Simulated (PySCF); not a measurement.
Carbon: a sound run and one with changed settings

Sound run: C²⁺ [He] 2s2, C³⁺ [He] 2s1. All numbers are calculated (PySCF 2.14, scalar relativity by spin-free X2C-1e, in cc-pVDZ-DK). In the sound run the correlated levels freeze 1s2. The sound run starts from symmetry-adapted Hartree-Fock orbitals and uses a fine grid where one is needed.

Changed run: basis STO-3G, all-electron and non-relativistic. This setting is unsound on purpose.

| species | method | sound run (hartree) | changed run (hartree) | converged |
| --- | --- | --- | --- | --- |
| C²⁺ | UHF | -36.41588 | -35.97831 | yes |
| C²⁺ | B3LYP | -36.52205 | -36.07337 | yes |
| C²⁺ | M06-2X | -36.53486 | -36.09655 | yes |
| C²⁺ | MP2 | -36.45530 | -36.01050 | yes |
| C²⁺ | CCSD(T) | -36.48781 | -36.04086 | yes |
| C³⁺ | UHF | -34.73188 | -34.28507 | yes |
| C³⁺ | B3LYP | -34.78507 | -34.32722 | yes |
| C³⁺ | M06-2X | -34.79472 | -34.34822 | yes |

Ionisation energy of C²⁺:

| method | sound run (eV) | changed run (eV) |
| --- | --- | --- |
| UHF | 45.824 | 46.075 |
| B3LYP | 47.266 | 47.515 |
| M06-2X | 47.352 | 47.575 |
| MP2 | 46.897 | 46.951 |
| SCS-MP2 | 47.111 | 47.127 |
| CCSD | 47.781 | 47.778 |
| CCSD(T) | 47.781 | 47.778 |
| CCSDT | 47.781 | 47.778 |
| FCI | 47.781 | 47.778 |

A minimal basis cannot let orbitals breathe on ionisation and holds almost no correlation. The Hamiltonian changed with the basis, so the totals do not compare.

For comparison, NIST gives 47.888 eV between the lowest levels.
